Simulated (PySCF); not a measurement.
Identify the unknown among the candidates.

All candidates are C8H7N.

* Rotational structure: rotational constants A, B, C: 3.347, 1.219, 0.899 GHz [GFN2-xTB]
* Dipole: 4.95 D [PBE0/pcSseg-1]
* 1H NMR: chemical shifts (computed TMS as zero) by class: 7.79 (1 H), 7.78 (1 H), 7.69 (1 H), 7.68 (1 H), 2.56 (3 H) ppm [GIAO PBE0/pcSseg-1]
* 13C NMR: chemical shifts (computed TMS as zero) by class: 145.0 (1 C), 139.9 (1 C), 138.3 (1 C), 136.9 (1 C), 134.5 (1 C), 124.7 (1 C), 117.8 (1 C), 23.9 (1 C) ppm [GIAO PBE0/pcSseg-1]
* NMR, other nuclei: isotropic shieldings of nuclei other than C and H, by class: -48 (1 N) ppm [GIAO PBE0/pcSseg-1]

Gas-phase values; electronic properties from PySCF, density fitting. Levels stand in brackets. Geometry: GFN2-xTB; no solvent, vibrations or thermal averaging. Each NMR value is the plain mean over a class of atoms that symmetry, rotation or inversion makes alike.

Problem. Which candidate is it?
A. `C=CC=C=C/C=C/C#N`
B. `Cc1cccc(C#N)c1`
C. `C#C/C(C)=C(\C#N)C=C`
D. `C#CCc1ccncc1`

Solution. B. It is `Cc1cccc(C#N)c1`. Numbering: `[CH3:1][c:2]1[cH:3][cH:4][cH:5][c:6]([C:7]#[N:8])[cH:9]1`. Its formula, C8H7N, gives 6 degrees of unsaturation: 1 ring and 5 π bonds in the structure found (Kekulé form). 8 carbons fall into 8 classes; from least to most shielded: substituted aromatic carbon [C2] (145.0 ppm), aromatic CH carbon [C9] (139.9 ppm), aromatic CH carbon [C3] (138.3 ppm), aromatic CH carbon [C5] (136.9 ppm), aromatic CH carbon [C4] (134.5 ppm), nitrile carbon [C7] (124.7 ppm), substituted aromatic carbon [C6] (117.8 ppm), benzylic-type carbon [C1] (23.9 ppm). Hydrogen classes from least to most shielded: 1 H on an aromatic CH carbon, C9 (7.79 ppm), 1 H on an aromatic CH carbon, C5 (7.78 ppm), 1 H on an aromatic CH carbon, C4 (7.69 ppm), 1 H on an aromatic CH carbon, C3 (7.68 ppm), 3 H on a benzylic-type carbon, C1 (2.56 ppm, a mean of values up to 0.5 ppm apart in this geometry). The other shieldings belong to: -48 ppm, nitrile nitrogen [N8]. By its constants the optimised geometry is an asymmetric top.

The others, at the same levels:
- `C=CC=C=C/C=C/C#N` fails: its computed 13C shifts are 233.7 (1 C), 156.3 (1 C), 138.4 (1 C), 126.9 (1 C), 123.3 (1 C), 104.3 (1 C), 103.2 (1 C), 100.9 (1 C) ppm, 1H shifts are 7.05 (1 H), 6.47 (1 H), 6.42 (1 H), 6.40 (1 H), 5.69 (1 H), 5.54 (1 H), 5.34 (1 H) ppm and rotational constant A is 7.392 GHz (against 3.347 GHz).
- `C#C/C(C)=C(\C#N)C=C` fails: its computed 13C shifts are 139.6 (1 C), 135.8 (1 C), 130.2 (1 C), 127.5 (1 C), 120.8 (1 C), 103.5 (1 C), 89.6 (1 C), 21.7 (1 C) ppm, 1H shifts are 6.67 (1 H), 6.27 (1 H), 5.89 (1 H), 3.76 (1 H), 2.23 (3 H) ppm and rotational constant A is 2.391 GHz (against 3.347 GHz).
- `C#CCc1ccncc1` fails: it has 6 carbon classes against 8; its computed 13C shifts are 156.5 (2 C), 152.5 (1 C), 128.7 (2 C), 86.8 (1 C), 79.9 (1 C), 28.6 (1 C) ppm, 1H shifts are 8.97 (2 H), 7.32 (2 H), 3.51 (2 H), 1.67 (1 H) ppm and rotational constant A is 3.912 GHz (against 3.347 GHz).

Each candidate is one conformer, not necessarily the lowest. The conformers computed, where there is a choice (atom-mapped SMILES and torsion angles):
- `[CH2:1]=[CH:2][CH:3]=[C:4]=[CH:5]/[CH:6]=[CH:7]/[C:8]#[N:9]`: C1–C2–C3–C4 180°, C4–C5–C6–C7 180°
- `[CH:1]#[C:2]/[C:3]([CH3:4])=[C:5](\[C:6]#[N:7])[CH:8]=[CH2:9]`: C3–C5–C8–C9 180°
- `[CH:1]#[C:2][CH2:3][c:4]1[cH:5][cH:6][n:7][cH:8][cH:9]1`: C2–C3–C4–C5 91°
